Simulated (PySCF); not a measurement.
Atoms are numbered as in `[CH3:1][Si:2]([CH3:3])([CH3:4])[CH3:5]`; H(Xn) means a hydrogen on atom n.

Geometry: PBE0-D3(BJ)/def2-SVP; GIAO absolute shieldings from PySCF 2.14.0 with density-fitted response routines, gas phase, non-relativistic, averaged over equivalent atoms.

At CAM-B3LYP/pcSseg-1 (152 basis functions, roughly 21 core-seconds):
| atoms | σ (ppm) |
| --- | --- |
| C1/C3/C4/C5 | 182.4 |
| Si2 | 343.4 |
| H(C1)/H(C3)/H(C4)/H(C5) | 31.33 |

What do these become at HF/pcSseg-2?

## Answers


| atoms | σ at HF/pcSseg-2 | change |
| --- | --- | --- |
| C1/C3/C4/C5 | 191.5 | +9.1 |
| Si2 | 383.0 | +39.6 |
| H(C1)/H(C3)/H(C4)/H(C5) | 31.68 | +0.35 |

The largest change is at Si2 (silicon bonded to 4 C). Cost: 355 basis functions, of the order of 40 core-seconds.
